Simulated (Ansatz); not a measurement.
## Two structures of BFH3Si2−

Structure a is a singlet given by its coordinates and structure b is a singlet given by its coordinates. Both are isolated ions in the gas phase, relaxed with PBE0-D3(BJ)/def2-SVPD.

a (Å):

```xyz
7

B     0.0432   -1.1838    0.1337
F     1.1221    0.6089   -2.2911
Si   -0.3519   -2.4272   -1.3017
Si   -0.1945   -0.2457   -1.6501
H     0.0379    0.1186    0.0359
H     0.3438   -1.3163    1.3021
H    -1.1728    0.9061   -1.7169
```

Close contacts (Å): B1–Si3 1.94, B1–Si4 2.03, F2–Si4 1.70, Si3–Si4 2.21, B1–H5 1.31, B1–H6 1.21, Si4–H5 1.74, Si4–H7 1.51.

b (Å):

```csv
atom,x (Å),y (Å),z (Å)
B,0.5332,-1.1779,-0.1986
F,-0.8071,0.4939,-2.4300
Si,0.2475,0.5099,-1.1138
Si,0.9191,-2.5607,0.8969
H,-0.3664,1.5772,-0.2443
H,1.4658,1.1560,-1.7279
H,1.4112,-2.0053,-0.7069
```

Close contacts (Å): B1–Si3 1.94, B1–Si4 1.81, F2–Si3 1.69, B1–H7 1.31, Si3–H5 1.51, Si3–H6 1.51, Si4–H7 1.77.

Energies in hartree; the thermal terms are from PBE0-D3(BJ)/def2-SVPD harmonic frequencies (ideal gas, rigid rotor, one conformer each, 400 K, 1 atm) and include the zero-point energy:

|  | a | b |
| --- | --- | --- |
| E, CCSD(T)/def2-SVPD | −704.022631 | −704.018235 |
| E, MP2/def2-SVPD | −703.966314 | −703.957439 |
| E, MP2/def2-TZVPPD | −704.429164 | −704.417244 |
| zero-point energy | 0.032280 | 0.030754 |
| H(400 K) − E | 0.042239 | 0.041398 |
| G(400 K) − E | −0.008819 | −0.012678 |

Question: Correct the CCSD(T) difference for the basis set by the MP2 change, then work out ΔE, ΔE₀, ΔH and ΔG for a → b in kJ/mol (1 Eh = 2625.50 kJ/mol) and the equilibrium ratio [b]/[a].

Answer: 1. Differences b − a: CCSD(T) +0.004396, MP2 in the small set +0.008875, MP2 in the large set +0.011920 Eh.
2. ΔE = +0.004396 + (+0.011920 − (+0.008875)) = +0.007441 Eh = +19.54 kJ/mol.
3. ΔE₀ = ΔE + ΔZPE = +0.007441 + (−0.001526) Eh = +15.53 kJ/mol.
4. ΔH = ΔE + (−0.000841) Eh = +17.33 kJ/mol.
5. ΔG = ΔE + (−0.003859) Eh = +9.40 kJ/mol, so ΔS = (ΔH − ΔG)/T = +19.8 J/(mol K).
6. kT = 1.2667 mEh, so K = [b]/[a] = exp(−ΔG/kT) = exp(−2.83) ≈ 0.059.

Structure a is favoured at this temperature. An error of 4 kJ/mol in ΔG would change K by a factor of 3.3. HF/def2-SVPD gave ΔE the other sign. Mirror images and further conformers aren't counted.

Other levels gave ΔE = +38.5 (PBE0-D3(BJ)/def2-SVPD); −20.0 (HF/def2-SVPD); +23.3 (MP2/def2-SVPD); +11.5 (CCSD(T)/def2-SVPD) kJ/mol. The correlated steps freeze 12 core orbitals. Programs: Ansatz 0.2.0.
